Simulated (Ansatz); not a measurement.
Computed with Ansatz on PBE0-D4/def2-TZVP structures; ΔE is electronic, products minus reactants. CCSD(T)/CBS adds triple-zeta CCSD(T) − MP2 to the extrapolated MP2 energy (def2 sets, frozen cores). This one scheme is used for every species. Functionals use def2-TZVPP. HSE06 is defined as in plane-wave codes. One conformer a species, not always the lowest.

Reaction (substitution at a C–N bond): `C#CN=C=C` + `N[SiH3]` → `C#CN[SiH3]` + `C=C=N`

`C#CN=C=C`:

Cartesian coordinates in Å:
```
C 1.703 1.674 -1.091
C 0.893 1.158 -0.368
N 0.005 0.703 0.505
C -0.593 -0.361 0.542
C -1.285 -1.452 0.686
H 2.419 2.106 -1.748
H -0.881 -2.285 1.247
H -2.261 -1.543 0.228
```

`N[SiH3]`:

```xyz
7

N    -0.342   -1.009   -0.042
Si    0.245    0.607   -0.079
H    -1.335   -1.178   -0.039
H     0.138   -1.701    0.510
H    -0.467    1.327   -1.166
H     0.059    1.399    1.174
H     1.703    0.556   -0.358
```

`C#CN[SiH3]`:

```xyz
9

C    -2.357   -0.047    0.170
C    -1.244    0.185   -0.224
N     0.014    0.411   -0.615
Si    1.404   -0.198    0.237
H    -3.345   -0.245    0.509
H     0.124    0.963   -1.451
H     2.574    0.292   -0.533
H     1.439    0.319    1.627
H     1.391   -1.681    0.279
```

`C=C=N`:

Cartesian coordinates in Å:
```
C 0.924 -0.271 0.123
C -0.287 0.209 0.039
N -1.380 0.745 0.026
H 1.185 -0.950 0.923
H 1.669 0.000 -0.612
H -2.110 0.268 -0.499
```

Task: Is it downhill or uphill in electronic energy at CCSD(T)/CBS, and by how much? (Estimate.)

Result: Computed: Downhill: ΔE = -13.9 kJ/mol.

Task: What do these levels give: r2SCAN-D4, B97M-V, HSE06-D4, ωB97M-V, PBE, RPA@PBE/def2-TZVPP? (An estimate is asked.)

Result: Ansatz gave: r2SCAN-D4 -8.0, B97M-V -7.0, HSE06-D4 -11.1, ωB97M-V -17.3, PBE -5.5, RPA@PBE/def2-TZVPP -17.1 kJ/mol.

Largest T1 diagnostic among the species: 0.015.

Leaving LDA and LC-ωPBE aside and taking each functional with its dispersion term where it has one, the values, not all of them listed here, spread over 10.9 kJ/mol, from ωB97X-V to PBE-D4. From PBE to PBE0 (25 % exact exchange), in def2-TZVPP and without D4, ΔE moves by −5.1 kJ/mol.
